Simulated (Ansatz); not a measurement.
Input and output for CH5ISn (`[CH3][SnH2][I]`).

```yaml
crystal:
  periodic: [false, false, false]
  atoms:
    - {symbol: C, position_ang: [-0.948209, 0.703006, -0.231003]}
    - {symbol: Sn, position_ang: [0.526766, -0.773332, 0.107522]}
    - {symbol: I, position_ang: [2.725730, 0.496599, 1.006089]}
    - {symbol: H, position_ang: [-0.520787, 1.434420, -1.051565]}
    - {symbol: H, position_ang: [-1.837787, 0.259542, -0.618272]}
    - {symbol: H, position_ang: [-1.114470, 1.310709, 0.599146]}
    - {symbol: H, position_ang: [0.076865, -1.808655, 1.326150]}
    - {symbol: H, position_ang: [1.053725, -1.624438, -1.281359]}
basis:
  gaussian: {orbitals: STO-3G}
total_charge: -1
magnetization: {spin_polarized: false, initial_magnetization: 1}
hamiltonian: {xc: {name: HSE06}}
correlation: {method: rpa, electrons: all}
scf: {lower_state_search: off}
```

```sh
$ ansatz run in.yaml --threads 4 --pin off --events-out ev --progress --plain --max-ram 10444MiB
```

Shortened log:

```
Functional definition: HSE06
784 factors; integrals over basis functions are off by at most 3.2e-5 eV
72 factors; integrals over basis functions are off by at most 2.0e-7 eV
mean field evaluation 1: about -349885.8702 eV, gradient 1.1e1 eV
mean field evaluation 2: about -349885.8285 eV, gradient 1.1e1 eV
mean field evaluation 4: about -349886.4367 eV, gradient 8.9e-1 eV
mean field evaluation 8: about -349886.4414 eV, gradient 7.2e-3 eV
mean field -349886.44135088 eV, -12858.0895580968 hartree, gradient 4.5e-6 eV, S^2 0.750000; 0 other end points of the search recorded, 0 dependent functions left out
reference -349778.10599160 eV, -12854.1083070758 hartree; 58, 57 occupied and 6, 7 virtual orbitals, 784 factors
Total energy: -349782.86274197 eV, -12854.2831144275 hartree
Checks for a lower state left out: stability, starts, cluster_reference, orbital_swaps, neighbouring_geometries, increment
```

Run time 1.2 s (4 threads of an Arm Neoverse V1 on a shared host); peak host memory 0.17 GiB.
